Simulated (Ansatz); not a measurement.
Ansatz (an electronic-structure program) input (r2SCAN0/def2-TZVPD):

Ansatz 0.2 input:
```yaml
crystal:
  periodic: [false, false, false]
  atoms:
    - {symbol: O, position_ang: [-0.00000000, -0.00000000, -1.91661473]}
    - {symbol: B, position_ang: [-0.00000000, -0.00000000, -0.70071918]}
    - {symbol: B, position_ang: [0.00000000, 0.00000000, 0.93800571]}
    - {symbol: O, position_ang: [0.00000000, 0.00000000, 2.12915888]}
    - {symbol: H, position_ang: [-0.00000000, -0.00000000, -2.88678583]}
basis:
  gaussian:
    orbitals: def2-TZVPD
hamiltonian:
  xc: {name: r2SCAN0}
total_charge: 1
output: {forces: true}
```

End of the output:

```
integrals: 0.05 GiB planned
749 factors; their error is unknown
mean field: 0.58 GiB planned
mean field evaluation 1: about -5435.5285 eV, gradient 1.1e2 eV
mean field evaluation 2: about -5344.6624 eV, gradient 2.1e2 eV
mean field evaluation 4: about -5452.8503 eV, gradient 2.6e1 eV
mean field evaluation 8: about -5453.8849 eV, gradient 2.4e-2 eV
mean field evaluation 16: about -5453.9022 eV, gradient 6.4e-5 eV
mean field -5453.90224247 eV, -200.4272106229 hartree, gradient 6.4e-5 eV, S^2 0.000000; 0 other end points of the search recorded, 0 dependent functions left out
the calculation of the forces begins
reference -5453.90225923 eV, -200.4272112389 hartree; 13, 13 occupied and 150, 150 virtual orbitals, 749 factors
Total energy: -5453.90225923 eV, -200.4272112389 hartree
Atom 0 at    -0.000000    -0.000000    -1.916615 Å, force    -0.000000     0.000000     0.143053 eV/Å
Atom 1 at    -0.000000    -0.000000    -0.700719 Å, force    -0.000000     0.000000    -0.579571 eV/Å
Atom 2 at     0.000000     0.000000     0.938006 Å, force    -0.000000     0.000000     0.754532 eV/Å
Atom 3 at     0.000000     0.000000     2.129159 Å, force     0.000000    -0.000000    -0.656257 eV/Å
Atom 4 at    -0.000000    -0.000000    -2.886786 Å, force     0.000000    -0.000000     0.338243 eV/Å
Dipole moment:     0.000000    -0.000000    -1.601966 e Å
```

It need not be the lowest isomer of its formula.
